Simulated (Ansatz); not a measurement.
Ansatz (a program for electronic structure) input:

Ansatz 0.2 input:
```yaml
crystal:
  periodic: [false, false, false]
  atoms:
    - {symbol: B, position_ang: [-0.00000000, -0.00000000, -0.63426056]}
    - {symbol: O, position_ang: [-0.00000000, -0.00000000, -1.83903293]}
    - {symbol: Cl, position_ang: [0.00000000, 0.00000000, 1.05197449]}
basis:
  gaussian:
    orbitals: def2-TZVPD
hamiltonian:
  xc: {name: BHLYP}
magnetization: {spin_polarized: true, initial_magnetization: 2}
```

**Question.** Which total energy does the run end on?

**Answer.** -560.09903 Eh (BHLYP/def2-TZVPD). The basis has 123 functions.

This state (charge 0, triplet) is run at the relaxed geometry of the species with charge 0 and multiplicity 1, and is a spin state other than that species' own.
